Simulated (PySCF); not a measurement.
Se(OH)(OMe) (CH₄O₂Se), SMILES O[Se]OC.

The structure is a stationary point at B3LYP-D3(BJ)/def2-SVP. The structure was generated by enumeration, and PubChem lists no compound with its InChIKey, so it may never have been made. The values are those of a single conformer.

Calculation: TDA-PBE/def2-SVPD in PySCF.

Vertical excitations. The molecule is in vacuum.

| state | energy (eV) | λ (nm) | f | main pairs |
|---|---|---|---|---|
| S1 | 3.63 | 342 | 0.000 | HOMO→LUMO 99 % |
| S2 | 4.18 | 296 | 0.001 | HOMO→LUMO+1 97 % |
| S3 | 5.25 | 236 | 0.035 | HOMO−1→LUMO 56 %, HOMO→LUMO+2 37 % |
| S4 | 5.28 | 235 | 0.019 | HOMO→LUMO+2 62 %, HOMO−1→LUMO 32 % |
| S5 | 5.61 | 221 | 0.003 | HOMO−1→LUMO+1 87 % |
| S6 | 5.86 | 211 | 0.007 | HOMO−2→LUMO 56 %, HOMO→LUMO+3 25 %, HOMO−2→LUMO+1 10 % |
| S7 | 5.91 | 210 | 0.026 | HOMO→LUMO+3 73 %, HOMO−2→LUMO 17 % |
| S8 | 6.37 | 195 | 0.054 | HOMO→LUMO+4 92 % |
| S9 | 6.48 | 191 | 0.013 | HOMO→LUMO+5 94 % |
| S10 | 6.69 | 185 | 0.096 | HOMO−2→LUMO+1 57 %, HOMO−1→LUMO+2 13 % |
| T1 | 2.92 | 424 | 0 | HOMO→LUMO 100 % |
| T2 | 3.24 | 383 | 0 | HOMO→LUMO+1 99 % |
| T3 | 4.74 | 262 | 0 | HOMO−1→LUMO 98 % |
| T4 | 5.03 | 246 | 0 | HOMO−1→LUMO+1 95 % |
Triplets are in the Tamm–Dancoff approximation.
